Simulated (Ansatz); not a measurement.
| atom | x (Å) | y (Å) | z (Å) |
| --- | --- | --- | --- |
| Fe | 0.0000 | 0.0000 | 0.0000 |
| H | 0.0000 | 0.0000 | 1.6060 |

Basis set: pcseg-2. Charge 0. Computed with Ansatz (development build ahead of 0.2.0); the lowest solution found for each multiplicity.

Problem. How do the multiplicities compare at this shape? Give, from the lowest of each method, HF (restricted) for 4, 6.

Solution.

| method | multiplicity | E (eV) | <S²> |
| --- | --- | --- | --- |
| HF, restricted | 4 | 2.149 | 3.75 |
| HF, restricted | 6 | 0.000 | 8.75 |

Caution for HF, restricted: an unrestricted determinant lies well below.
